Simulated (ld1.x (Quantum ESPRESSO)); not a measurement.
# Reading a pseudo-wave (Hf)

Columns: radius, all-electron u(r) and pseudo u(r) of the 6s shell (level -4.74 eV) of hafnium in the configuration [Xe] 4f14 5d3 6s1 6p0; PBE, scalar-relativistic, PAW scheme, ld1.x (Quantum ESPRESSO) 7.5.

| r (bohr) | all-electron | pseudo |
| --- | --- | --- |
| 0.215 | 0.0398 | -0.0674 |
| 0.430 | -0.1377 | -0.1341 |
| 0.645 | 0.1365 | -0.1992 |
| 0.860 | 0.2708 | -0.2621 |
| 1.075 | 0.2145 | -0.3218 |
| 1.290 | 0.0645 | -0.3777 |
| 1.505 | -0.1058 | -0.4290 |
| 1.720 | -0.2594 | -0.4747 |
| 1.935 | -0.3828 | -0.5142 |
| 2.150 | -0.4741 | -0.5467 |
| 2.365 | -0.5364 | -0.5716 |
| 2.580 | -0.5743 | -0.5884 |
| 2.795 | -0.5927 | -0.5967 |
| 3.010 | -0.5957 | -0.5962 |
| 3.225 | -0.5869 | -0.5869 |
| 3.440 | -0.5693 | -0.5693 |
| 3.655 | -0.5453 | -0.5453 |
| 3.870 | -0.5168 | -0.5168 |
| 4.085 | -0.4857 | -0.4857 |
| 4.300 | -0.4531 | -0.4531 |
| 4.515 | -0.4201 | -0.4201 |
| 4.730 | -0.3874 | -0.3874 |
| 4.945 | -0.3558 | -0.3558 |
| 5.160 | -0.3255 | -0.3255 |
| 5.375 | -0.2968 | -0.2968 |
| 5.590 | -0.2699 | -0.2699 |

Question: How many radial nodes do the two functions have?

Answer: The all-electron 6s function has n − l − 1 = 5 (the table is too coarse to show those close to the nucleus); the pseudo-wave has 0, since the states of the same l below it are removed with the core.

Question: At about which radius was the pseudo-wave matched?

Answer: 3.20 bohr, where the columns begin to agree (steps of 0.21 bohr).

Question: Is the pseudo-wave norm-conserving?

Answer: No, it belongs to a PAW set: the norm inside the radius is not constrained, and the difference is carried by the augmentation charge.
